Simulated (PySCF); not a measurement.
# Core-level binding energies of `F[Si@H](P)[SeH]`

Compound: FH4PSeSi.
Geometry (PBE0-D3(BJ)/def2-SVP, Å), atoms numbered from 1 in this order:
```xyz
8
FH4PSeSi angstrom
F      2.0404    0.2493   -1.0026
Si     0.8697    0.1117    0.1167
P     -0.4799   -1.6100   -0.4199
Se    -0.1183    2.1668    0.1350
H      1.5393   -0.2089    1.4080
H     -1.2471   -1.4232    0.7731
H     -1.3527   -0.8203   -1.2272
H     -1.3616    1.6210    0.7017
```

The calculation used delta-SCF UKS SCAN, pcX-2 on the ionised atom, pcseg-1 elsewhere, spin-free X2C in PySCF 2.14.0. Each binding energy is the total energy of the core-ionised species, with the hole localised on one atom, minus that of the ground state; both are solved self-consistently, so orbital relaxation is included.

Q: Give the core binding energies atom by atom.

A: 
```tsv
atom(s)	environment	level	binding energy (eV)	2p1/2 (eV)	count
P3	three-coordinate phosphorus	P 1s	2150.31	–	1
Si2	fluorine-bound silicon	Si 1s	1848.23	–	1
F1	silicon-bound fluorine	F 1s	692.36	–	1
P3	three-coordinate phosphorus	P 2p3/2	136.79	137.68	1
Si2	fluorine-bound silicon	Si 2p3/2	108.28	108.90	1
```

Q: Express the binding energy of F 1s of F1 in atomic units and per mole.

A: 692.36 eV = 25.4438 Eh = 66803 kJ/mol.

Q: Which photon energy gives electrons from F 1s of F1 a kinetic energy of 50 eV, and what is their de Broglie wavelength?

A: hν = 692.36 + 50 = 742.36 eV, recoil neglected; λ = 12.264 Å/√(E/eV) = 1.73 Å.

The 2p values aren't plain energy differences: one relaxed spin-free 2p hole is combined with a matrix within the shell (ground-state 2p orbital-energy differences and spin–orbit coupling). 2p3/2, the mean of its two sublevels, lies a third of the splitting below the shell's mean and 2p1/2 two thirds above it; the statistical areas are 2:1. 2p1/2 minus 2p3/2 (ligand field included): Si 0.63 eV, P 0.89 eV. No level of selenium is listed. Isolated species at its PBE0-D3(BJ)/def2-SVP geometry (one conformer only).

Hardware: Arm Neoverse V1, one thread (shared host). Cost: 26 s.
